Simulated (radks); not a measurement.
Initial-state core-level shifts of the tellurium ion Te+ when its valence configuration changes from [Kr] 4d10 5s2 5p3. Method: scalar-relativistic Kohn-Sham, PBE, spin-polarised, spherical densities, finite nucleus; open shells are filled with parallel spins first (spin-orbit coupling, left out, can overturn this in heavy ions); Fermi nuclear charge, rms radius 4.7423 fm; computed with a radial shooting solver on a logarithmic mesh with Libxc functionals. Shifts are changes of the shell-averaged eigenvalues in eV (positive: less bound); the change of the density at the nucleus, which sets a Mossbauer isomer shift, is in e/bohr^3, on a base of 2.35e+05.

valence               2p       3s       3d       4s  density at nucleus
4d8 5s2 5p5      -19.642  -18.689  -18.890  -15.532              +49.20
4d9 5s2 5p4       -9.726   -9.290   -9.383   -7.823              +24.06
4d8 5s1.5 5p5.5  -20.304  -19.364  -19.564  -16.186              +12.65
4d10 5s1 5p4      -1.448   -1.475   -1.473   -1.456              -62.75
4d9.5 5s1.5 5p4   -5.550   -5.355   -5.399   -4.637              -20.65
4d9.5 5s2 5p3.5   -4.841   -4.633   -4.678   -3.927              +11.92
4d8 5s1 5p6      -20.962  -20.034  -20.234  -16.835              -24.14
4d10 5p5          -3.025   -3.072   -3.068   -3.023             -126.59
4d7 5s2 5p6      -29.772  -28.220  -28.541  -23.140              +75.49
